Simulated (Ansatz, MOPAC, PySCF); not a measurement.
Noncovalent pair: C2H6 (SMILES CC) (first 8 atoms) with CH6Si (SMILES C[SiH3]); geometry from B3LYP-D3(BJ)/def2-TZVP, rigid monomers moved along the line of their centres of mass till H5···Si10 is 4.57 Å.
(charge 0, multiplicity 1):
```xyz
16

C      0.8788     0.0867     0.4553
C     -0.5102     0.6818     0.2449
H      1.5568     0.3666    -0.3534
H      0.8417    -1.0033     0.4944
H      1.3262     0.4323     1.3894
H     -0.4775     1.7731     0.2272
H     -1.1953     0.3836     1.0403
H     -0.9429     0.3503    -0.7010
C     -0.6378     0.5905     5.4490
Si    -0.2739    -1.2457     5.3247
H     -0.1222     1.0290     6.3054
H     -1.7079     0.7659     5.5737
H     -0.3124     1.1174     4.5512
H      1.1786    -1.4825     5.1440
H     -0.9915    -1.8483     4.1758
H     -0.7089    -1.9427     6.5603
```

Interaction energies are E(AB) − E(A) − E(B) at the monomers' geometry in the complex; basis-set methods are counterpoise corrected. Rows marked so take none.

Frozen-core correlation. Rows in 3-21G, 6-311+G**, 6-31G*, STO-3G carry no dispersion term and start afresh at each structure (6-31G* with six Cartesian d functions). MP2/6-31G* freezes PySCF's default core. The state reached by PM6 isn't checked.

Run with Ansatz (Gaussian basis) for Hartree–Fock, density functionals and correlated methods; MOPAC for PM6 (differences of heats of formation); PySCF for 3-21G rows, 6-311+G** rows, 6-31G* rows, STO-3G rows, the dispersion terms. 

Other levels give for the interaction energy: PBE/def2-TZVPPD -0.7; B3LYP/def2-TZVPPD 0.6; B3LYP-D3(BJ)/def2-TZVPPD -1.8; wB97M-V/def2-TZVPPD -1.8; CCSD(T)/aug-cc-pV(D+d)Z -1.8 kJ/mol.

Q: What do these common cheap choices give for the same quantity: PM6, HF/STO-3G (no counterpoise), HF/6-31G*, BP86/6-31G* (no counterpoise), B3LYP/3-21G (no counterpoise), B3LYP/6-31G* (no counterpoise), B3LYP/6-311+G** (no counterpoise), MP2/6-31G*?

A: PM6 0.1; HF/STO-3G (no counterpoise) 0.0; HF/6-31G* 0.1; BP86/6-31G* (no counterpoise) 0.7; B3LYP/3-21G (no counterpoise) -0.3; B3LYP/6-31G* (no counterpoise) 0.0; B3LYP/6-311+G** (no counterpoise) 0.5; MP2/6-31G* -0.9 kJ/mol. They span -0.9 to 0.7 kJ/mol.

Ansatz is a program for electronic structure.
